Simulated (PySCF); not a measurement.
A structure optimised at PBE-D3(BJ)/def2-SVP, used in a PySCF frequency run:

```xyz
14

B     -0.5500     0.9404     0.5039
H     -1.5151     1.1382     1.2269
O      0.3421     1.9663     0.4412
H      1.0950     1.7522    -0.1445
C     -0.3822    -0.4184    -0.3009
C     -0.5773    -1.6340     0.6253
C      0.9166    -0.5153    -1.1137
H     -1.2437    -0.4124    -1.0145
H     -0.5847    -2.5870     0.0547
H      0.2425    -1.7069     1.3715
H     -1.5298    -1.5695     1.1890
H      1.0337     0.3307    -1.8261
H      0.9619    -1.4449    -1.7189
H      1.8104    -0.5269    -0.4514
```
Charge 0, spin multiplicity 1.

Problem. Write its SMILES and formula.

Solution. CC(C)BO, C₃H₉BO

Problem. What are its rotational constants (standard atomic weights)?

Solution. 7.2809, 3.5711, 2.6547 GHz
